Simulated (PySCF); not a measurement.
C2H8O2Si. Atoms are numbered in the order given.

```xyz
13

C     -1.5032     1.0631    -0.1214
Si     0.0153    -0.0367    -0.0030
C      1.6001     0.9297     0.1063
O     -0.1199    -0.9991     1.3628
O      0.1619    -0.9879    -1.3706
H     -1.5923     1.7204     0.7595
H     -2.4339     0.4749    -0.1974
H     -1.4484     1.7046    -1.0160
H      1.7844     1.4877    -0.8254
H      2.4515     0.2503     0.2697
H      1.5695     1.6478     0.9410
H     -1.0042    -1.1125     1.7272
H     -0.4582    -1.7197    -1.4629
```

Coordinates come from a B3LYP-D3(BJ)/def2-SVP optimisation. Other conformers were not sampled.

These are PBE/def2-TZVP run with PySCF values and carry that method's errors.

ESP charges are fitted to the potential on shells at 1.4 to 2.0 van der Waals radii. Atomic charges (e):

```
atom    IAO  ESP fit  Löwdin
----  -----  -------  ------
C1    -0.78    -0.90   -0.45
Si2    1.42     1.13   -0.06
C3    -0.77    -0.62   -0.42
O4    -0.79    -0.76   -0.11
O5    -0.78    -0.72   -0.10
H6     0.16     0.20    0.13
H7     0.15     0.19    0.13
H8     0.17     0.22    0.13
H9     0.17     0.15    0.14
H10    0.17     0.17    0.14
H11    0.16     0.14    0.13
H12    0.36     0.41    0.17
H13    0.36     0.39    0.17
```

Computed Mayer and Wiberg (Löwdin basis) orders of the bonds:
| bond | Mayer | Wiberg |
|---|---|---|
| C1–Si2 | 0.96 | 1.16 |
| Si2–C3 | 1.01 | 1.18 |
| Si2–O4 | 1.22 | 1.62 |
| Si2–O5 | 1.25 | 1.63 |
| C1–H6 | 0.94 | 0.90 |
| C1–H7 | 0.95 | 0.90 |
| C1–H8 | 0.94 | 0.90 |
| C3–H9 | 0.94 | 0.90 |
| C3–H10 | 0.95 | 0.89 |
| C3–H11 | 0.94 | 0.90 |
| O4–H12 | 0.89 | 1.03 |
| O5–H13 | 0.89 | 1.03 |
